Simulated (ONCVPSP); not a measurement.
## Before and after: ONCV potential for vanadium

ONCVPSP 4.0.1 input, shortened (lines: element, Z, core and valence counts, functional; n l f; lmax; l rc ep ncon nbas qcut; lloc lpopt rc5 dvloc0; l nproj debl; icmod fcfact rcfact), PBEsol, scalar-relativistic:

```
  V 23.00    3    4  -116133      upf
    1    0    2.00
    2    0    2.00
    2    1    6.00
    3    0    2.00
    3    1    6.00
    3    2    3.00
    4    0    2.00
    2
    0    1.55    0.00    4    7    9.20
    1    1.50    0.00    5    8    9.80
    2    1.30    0.00    3    7   11.50
    4    3    0.90   -1.00
    0    2    0.40
    1    2    0.80
    2    2    3.60
    1    0.25    0.00
```

In the p channel the program set the typed energies aside and used -1.615, 0.250 Ha.

Change: s: qcut 12.9; p: qcut 13.7; d: qcut 16.1.

Cutoffs: the cutoffs (Ha) at which the residual kinetic energy of the hardest occupied pseudo-wave falls to 1 and 0.1 mHa per electron; they do not see the model core or the augmentation charge, which bear on the density cutoff. Errors are all-electron minus pseudo energies relative to the spin-unpolarised reference configuration.

Question: What does the change do?

Answer: The potential gets harder (49 Ha and 56 Ha → 65 Ha and 77 Ha); of the 4 tests that both files solve, the error grows in 0 and shrinks in 1 by more than 15 % and 0.3 meV (median size 0.5 → 0.4 meV); neither file shows a bound ghost.

| quantity | base | changed |
| --- | --- | --- |
| cutoff, loose | 49 Ha | 65 Ha |
| cutoff, tight | 56 Ha | 77 Ha |
| loose cutoff by channel | s 24 Ha, p 22 Ha, d 49 Ha | s 34 Ha, p 42 Ha, d 65 Ha |
| bound ghosts | none | none |
| GHOST(+) flags under 300 eV | none | none |
| error for 3s2 3p6 3d3 4s1, meV [ΔE 7.75 eV] | -0.4 | -0.4 |
| error for 3s2 3p6 3d3 4s0, meV [ΔE 21.95 eV] | -0.7 | -0.5 |
| error for 3s2 3p6 3d2 4s0, meV [ΔE 50.80 eV] | +6.3 | +1.7 |
| error for 3s2 3p6 3d3 4s1.5, meV [ΔE 3.10 eV] | -0.2 | -0.2 |
| s: phases at 1.58 bohr within 0.05 rad from the reference energy up to (Ha; the scan ends near 5) | to the end of the scan | to the end of the scan |
| p: phases at 1.52 bohr within 0.05 rad from the reference energy up to (Ha; the scan ends near 5) | to the end of the scan | to the end of the scan |
| d: phases at 1.32 bohr within 0.05 rad from the reference energy up to (Ha; the scan ends near 5) | to the end of the scan | to the end of the scan |
| rms error of d²Exc/dni dnj with the model core, mHa | 1.07 | 0.77 |
